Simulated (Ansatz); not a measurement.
A search over several starts for the lowest SCF solution of the cluster Cu2Ni at the given spin, in a small basis.

```yaml
crystal:
  periodic: [false, false, false]
  atoms:
    - {symbol: Ni, position_ang: [0.482052, -0.245885, 1.184498]}
    - {symbol: Cu, position_ang: [0.050722, 1.287928, -0.469150]}
    - {symbol: Cu, position_ang: [-0.532774, -1.042043, -0.715348]}
basis:
  gaussian: {orbitals: def2-SVP, initial_orbitals: start.molden}
hamiltonian: {xc: pbe0, dispersion: d4}
output: {orbitals: {seedname: orbitals}}
```

The file start.molden holds the orbitals of an earlier run on this structure, at another level or in another basis.

```sh
$ ansatz run in.yaml --threads 4 --pin off --events-out ev --progress --plain --max-ram 3916MiB
```

Shortened log:

```
Functional definition: PBE0
  name "PBE0"
  cite "Adamo & Barone, J. Chem. Phys. 110, 6158 (1999) doi:10.1063/1.478522"
  cite "Perdew, Burke & Ernzerhof, Phys. Rev. Lett. 77, 3865 (1996) doi:10.1103/PhysRevLett.77.3865"
  parent pbe
  parameter a = 0.25
  parameter kappa = 0.804
  parameter beta = 0.06672455060314922
  exchange = (1 - a)*pbe_x(kappa = kappa, mu = beta*pi^2/3) + a*exact_x
  correlation = pbe_c(beta = beta)
1028 factors; integrals over basis functions are off by at most 1.1e-3 eV
mean field evaluation 1: about -130283.1289 eV, gradient 2.7e1 eV
mean field evaluation 2: about -130284.4071 eV, gradient 1.9e0 eV
mean field evaluation 4: about -130284.4635 eV, gradient 1.3e-2 eV
mean field evaluation 8: about -130284.5518 eV, gradient 2.4e-5 eV
mean field evaluation 16: about -130284.4571 eV, gradient 6.3e-1 eV
mean field evaluation 32: about -130284.4610 eV, gradient 3.0e0 eV
mean field -130284.55177281 eV, -4787.8689676099 hartree, gradient 3.7e-5 eV, S^2 0.000000; 4 other end points of the search recorded, 0 dependent functions left out
reference -130284.55180261 eV, -4787.8689687049 hartree; 43, 43 occupied and 50, 50 virtual orbitals, 1028 factors
Total energy: -130284.62661885 eV, -4787.8717181511 hartree
```

Hardware: 4 threads of Arm Neoverse V1 on a shared host. Wall time 3.9 s.

The restricted singlet is unstable towards broken spin symmetry at other levels; at PBE0-D4/def2-SVP this wasn't settled. The geometry of the singlet was relaxed on an unsound state (restricted singlet, unstable towards broken spin symmetry). At PBE0-D4/def2-TZVP a triplet of charge 0 lies 0.49 eV below the restricted singlet, each at its own geometry. The structure comes from a short search, and lower isomers may exist.
